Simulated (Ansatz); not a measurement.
Born–Oppenheimer molecular dynamics of BCl$_{2}$H$_{3}$O (7 atoms, charge 0, multiplicity 1). It starts at the highest image of a converged band. Of that band: Neighbouring images differ by up to 1.7 eV, so the band resolves the path poorly. A vibrational analysis at the climbing image gives one clearly imaginary mode, 1442i cm⁻¹: a first-order saddle point.

Theory: RKS B3LYP-D4/def2-SVP in Ansatz 0.2.0.

- ensemble: NVE (velocity Verlet)
- time step: 0.5 fs
- steps asked: 200
- starting velocities drawn for: 100 K
- seed: 8219

Frames 1 fs apart, positions in Å, forces in eV/Å.

Velocities at 45.0 fs (Å/ps):

```
B -2.87 -12.61 5.50
H 3.63 57.25 62.88
Cl -0.98 -2.29 2.03
Cl -0.46 0.48 -0.71
O 4.64 1.46 -15.20
H 3.50 14.79 7.81
H 0.70 103.67 64.95
```

```xyz
7
Properties=species:S:1:pos:R:3:forces:R:3 time_fs=45.0 energy_less_start_eV=-1.453 T=2349
B 0.010 -0.812 -0.564 0.32 3.57 0.32
H 0.094 2.375 2.966 -0.09 -0.09 -0.73
Cl 1.359 0.342 -0.851 0.06 -0.59 -0.70
Cl -1.585 -0.063 -0.663 -0.70 -0.28 -0.56
O 0.248 -1.791 0.243 -0.52 -2.70 1.67
H -0.550 -2.058 0.765 0.84 0.00 -0.72
H 0.190 2.461 3.696 0.09 0.08 0.72
7
Properties=species:S:1:pos:R:3:forces:R:3 time_fs=46.0 energy_less_start_eV=-1.382 T=2239
B 0.007 -0.823 -0.558 0.20 4.62 -0.53
H 0.097 2.432 3.026 -0.02 -0.04 -0.19
Cl 1.357 0.340 -0.849 0.02 -0.60 -0.70
Cl -1.585 -0.062 -0.664 -0.67 -0.33 -0.52
O 0.253 -1.791 0.229 -0.51 -3.63 2.54
H -0.542 -2.043 0.770 0.96 -0.06 -0.78
H 0.191 2.565 3.764 0.02 0.03 0.18
7
Properties=species:S:1:pos:R:3:forces:R:3 time_fs=47.0 energy_less_start_eV=-1.323 T=2147
B 0.005 -0.830 -0.553 0.12 5.43 -1.19
H 0.100 2.488 3.084 0.07 0.12 0.49
Cl 1.357 0.337 -0.847 0.00 -0.59 -0.70
Cl -1.586 -0.062 -0.664 -0.64 -0.36 -0.48
O 0.257 -1.792 0.216 -0.14 -4.21 2.93
H -0.526 -2.029 0.766 0.67 -0.25 -0.56
H 0.192 2.669 3.833 -0.06 -0.12 -0.50
7
Properties=species:S:1:pos:R:3:forces:R:3 time_fs=48.0 energy_less_start_eV=-1.288 T=2095
B 0.002 -0.832 -0.549 0.12 5.83 -1.55
H 0.104 2.546 3.146 0.11 0.27 0.88
Cl 1.356 0.335 -0.846 -0.01 -0.56 -0.70
Cl -1.587 -0.062 -0.666 -0.63 -0.39 -0.44
O 0.261 -1.796 0.204 0.48 -4.34 2.77
H -0.503 -2.017 0.758 0.04 -0.53 -0.07
H 0.193 2.772 3.898 -0.11 -0.27 -0.89
7
Properties=species:S:1:pos:R:3:forces:R:3 time_fs=49.0 energy_less_start_eV=-1.299 T=2111
B 0.000 -0.829 -0.546 0.20 5.72 -1.54
H 0.108 2.606 3.217 0.10 0.30 0.83
Cl 1.355 0.332 -0.844 0.01 -0.50 -0.71
Cl -1.588 -0.061 -0.667 -0.64 -0.39 -0.40
O 0.265 -1.803 0.195 1.11 -4.02 2.17
H -0.479 -2.011 0.749 -0.68 -0.81 0.49
H 0.193 2.873 3.954 -0.10 -0.31 -0.84
7
Properties=species:S:1:pos:R:3:forces:R:3 time_fs=50.0 energy_less_start_eV=-1.361 T=2206
B -0.002 -0.820 -0.545 0.37 5.11 -1.18
H 0.114 2.669 3.296 0.04 0.16 0.37
Cl 1.354 0.329 -0.843 0.05 -0.42 -0.71
Cl -1.589 -0.061 -0.668 -0.67 -0.36 -0.37
O 0.271 -1.812 0.186 1.32 -3.40 1.48
H -0.463 -2.012 0.745 -1.07 -0.94 0.80
H 0.192 2.971 4.003 -0.04 -0.16 -0.38
7
Properties=species:S:1:pos:R:3:forces:R:3 time_fs=51.0 energy_less_start_eV=-1.456 T=2353
B -0.004 -0.807 -0.545 0.56 4.11 -0.57
H 0.120 2.733 3.378 -0.03 -0.14 -0.28
Cl 1.353 0.326 -0.842 0.12 -0.30 -0.72
Cl -1.591 -0.062 -0.669 -0.72 -0.31 -0.35
O 0.276 -1.824 0.179 0.89 -2.64 1.05
H -0.456 -2.022 0.748 -0.85 -0.85 0.60
H 0.190 3.067 4.049 0.03 0.13 0.27
7
Properties=species:S:1:pos:R:3:forces:R:3 time_fs=52.0 energy_less_start_eV=-1.548 T=2495
B -0.005 -0.791 -0.545 0.75 2.87 0.15
H 0.126 2.797 3.457 -0.06 -0.39 -0.68
Cl 1.352 0.323 -0.841 0.22 -0.16 -0.73
Cl -1.592 -0.062 -0.671 -0.79 -0.24 -0.34
O 0.283 -1.836 0.172 0.01 -1.86 0.90
H -0.457 -2.039 0.757 -0.19 -0.60 0.03
H 0.188 3.164 4.097 0.06 0.39 0.67
7
Properties=species:S:1:pos:R:3:forces:R:3 time_fs=53.0 energy_less_start_eV=-1.614 T=2597
B -0.006 -0.772 -0.545 0.90 1.56 0.85
H 0.131 2.856 3.531 -0.04 -0.32 -0.50
Cl 1.351 0.319 -0.841 0.35 0.00 -0.74
Cl -1.594 -0.062 -0.672 -0.86 -0.17 -0.33
O 0.289 -1.850 0.166 -0.86 -1.06 0.79
H -0.459 -2.063 0.765 0.46 -0.33 -0.57
H 0.188 3.265 4.151 0.04 0.32 0.49
7
Properties=species:S:1:pos:R:3:forces:R:3 time_fs=54.0 energy_less_start_eV=-1.643 T=2642
B -0.006 -0.751 -0.545 0.98 0.30 1.45
H 0.136 2.913 3.600 0.01 0.05 0.06
Cl 1.350 0.316 -0.840 0.52 0.19 -0.76
Cl -1.596 -0.062 -0.674 -0.91 -0.10 -0.31
O 0.295 -1.865 0.160 -1.41 -0.26 0.55
H -0.458 -2.090 0.769 0.83 -0.13 -0.93
H 0.187 3.369 4.209 -0.01 -0.05 -0.07
7
Properties=species:S:1:pos:R:3:forces:R:3 time_fs=55.0 energy_less_start_eV=-1.639 T=2635
B -0.005 -0.731 -0.543 0.98 -0.84 1.92
H 0.141 2.970 3.669 0.04 0.46 0.55
Cl 1.349 0.313 -0.840 0.70 0.38 -0.77
Cl -1.599 -0.062 -0.676 -0.95 -0.04 -0.30
O 0.300 -1.879 0.154 -1.55 0.53 0.12
H -0.448 -2.118 0.764 0.81 -0.04 -0.97
H 0.187 3.473 4.267 -0.04 -0.46 -0.55
7
Properties=species:S:1:pos:R:3:forces:R:3 time_fs=56.0 energy_less_start_eV=-1.621 T=2608
B -0.003 -0.711 -0.539 0.89 -1.81 2.25
H 0.146 3.032 3.744 0.05 0.67 0.71
Cl 1.349 0.310 -0.840 0.91 0.57 -0.78
Cl -1.601 -0.063 -0.678 -0.95 0.01 -0.27
O 0.304 -1.894 0.149 -1.26 1.31 -0.51
H -0.432 -2.147 0.749 0.42 -0.08 -0.70
H 0.186 3.572 4.320 -0.05 -0.67 -0.71
```

Of the whole run (100 fs, mean temperature of the second half 2533 K): The conserved energy stayed within 0.15 meV per atom of its start (net change -0.027 meV per atom), so the integration is sound. The kinetic energy rose, since the run started high on the potential surface and went downhill. It ends in pieces (BCl2HO + H2), so much of that is their flight and rotation, not heat. A run of 0.1 ps of so small a system gives no equilibrium averages. The orbitals stay closed-shell, which can raise the energy where a bond breaks towards radicals; this wasn't checked here.

The run took 5.7 min on 1 thread of AMD EPYC 9B14 (Zen 4), on a shared host, peak memory 0.19 GiB.
